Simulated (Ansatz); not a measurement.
The first iterations of a band of Cl2H2O2Sn + H3P (11 atoms, charge 0, multiplicity 1).

Theory: RKS BLYP/def2-SVP (Ansatz 0.2.0).

- movable images: 2
- climbing image: no
- spring: 5.0 eV/Å²
- optimiser: quadratic models (default)
- start path: through a guess of the saddle point
- force threshold: 0.03 eV/Å
- iteration limit: 60
- end points: relaxed

First end point:

```xyz
11
Properties=species:S:1:pos:R:3
Sn -0.154 -0.459 -0.020
O -0.394 -0.289 1.960
H -1.239 0.173 2.146
O 1.819 -0.330 -0.325
H 2.061 -0.850 -1.121
Cl -1.371 1.268 -1.125
Cl -0.924 -2.565 -0.825
P 1.828 3.118 1.735
H 2.510 2.181 0.879
H 0.832 3.408 0.734
H 1.024 2.078 2.326
```

Last end point:

```xyz
11
Properties=species:S:1:pos:R:3
Sn 0.096 0.760 0.027
O 0.580 -0.141 2.369
H 1.175 -0.789 1.916
O 1.543 -0.682 0.018
H 1.732 -0.951 -0.904
Cl -0.037 1.100 -2.376
Cl -2.041 -0.270 0.515
P 0.508 3.048 1.115
H 1.883 2.679 1.343
H 0.805 3.622 -0.173
H -0.253 -0.641 2.513
```

| iteration | highest image above the first end (eV) | largest band force component (eV/Å) |
| --- | --- | --- |
| 1 | 19.417 | 69.241 |
| 2 | 9.285 | 46.726 |
| 3 | 3.784 | 19.274 |
| 4 | 1.274 | 8.032 |

Problem. Does the band converge within its limit, and where does its top end?

Solution. It converged. It ended after 14 iterations with the highest image 0.030 eV above the first end. No image climbed, so the highest image needn't sit at the top of the path. A band with more images between the same ends climbed to 0.95 eV, so this one has probably stepped over the top. So few images can step over the top or miss a turn of the path. The orbitals stay closed-shell, which can raise the energy where a bond breaks towards radicals; this wasn't checked here.

Run time: 44 s on 4 threads of AMD EPYC 7B13 (Zen 3) (shared host), peak memory 0.22 GiB.
